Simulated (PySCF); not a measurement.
C2H6OSi2, SMILES O[Si@@H]1C=C[SiH2]1. Coordinates come from a B3LYP-D3(BJ)/def2-SVP optimisation. The structure was generated by enumeration; whether it is a known compound was not checked. One conformer was computed; it need not be the lowest.

Computed equilibrium geometry at B3LYP-D3(BJ)/def2-SVP (PySCF confirms it by a frequency run) as Cartesian coordinates in Å (one conformer of several):
```xyz
11

O      1.7672     1.4241    -0.4053
Si     0.4489     0.7650     0.3868
C      0.5251    -1.0358     0.9603
C     -0.5612    -1.6198     0.3886
Si    -1.3433    -0.2922    -0.7230
H      2.0672     0.9656    -1.1992
H      0.1728     1.7415     1.4743
H      1.2055    -1.5701     1.6377
H     -0.8559    -2.6594     0.5873
H     -1.2086    -0.5851    -2.1841
H     -2.7798     0.0281    -0.4596
```
